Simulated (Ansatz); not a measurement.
Species: B$_{2}$F$_{3}$ (charge +1, singlet). 
Coordinates optimised at B3LYP-D3(BJ)/def2-TZVP (Ansatz, an electronic-structure program):
```
B
F 1 1.2863
F 1 1.2863 2 128.67
B 1 1.7651 2 115.66 3 -180.00
F 4 1.2194 2 153.47 1 180.00
```
Charge +1, spin multiplicity 1.

Basis-set convergence of Hartree-Fock and CCSD correlation energies (hartree) with Ansatz. Cores are frozen in the correlated levels unless marked. No spin-orbit coupling. Non-relativistic.

```
basis    functions       E(HF)  E(corr, CCSD)
-------  ---------  ----------  -------------
cc-pVDZ          -  -347.52720       -0.70488
cc-pVTZ        150         [?]            [?]
```

### Question
Complete the blanks.

### Answer

- cc-pVTZ, E(HF): -347.66098
- cc-pVTZ, E(corr, CCSD): -0.90341
